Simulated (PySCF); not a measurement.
# B³⁺: ionisation energy

B³⁺ 1s2 (1S) → B⁴⁺ 1s1 (2S), as a difference of total energies. Calculation: PySCF 2.14, in an even-tempered Gaussian basis (17 s from 0.81 bohr⁻², ratio 2; 8 p from 1.3 bohr⁻², ratio 2.2; 4 d from 4 bohr⁻², ratio 2.2; 4 f from 6 bohr⁻², ratio 2.2; 3 g from 8.9 bohr⁻², ratio 2.2; 2 h from 13 bohr⁻², ratio 2.2); no relativity, point nucleus. Correlated levels: nothing frozen; virtual orbitals above 40 to 60 times the deepest correlated orbital energy dropped. The calculations carry no spin-orbit coupling.

```
                 method  ionisation energy (eV)
                    UHF                  258.13
                    LDA                  256.43
                    PBE                  258.72
              BHandHLYP                  259.44
    MP2 (all electrons)                  259.28
SCS-MP2 (all electrons)                  259.51
```

Question: Estimate what r2SCAN gives.

Answer: 259.41 eV, closest to BHandHLYP among the rows shown.

Question: Estimate what PBE0 gives.

Answer: 258.84 eV, closest to PBE among the rows shown.

For comparison: 259.37 eV (theoretical estimate listed by NIST; NIST Atomic Spectra Database, ionization energies).
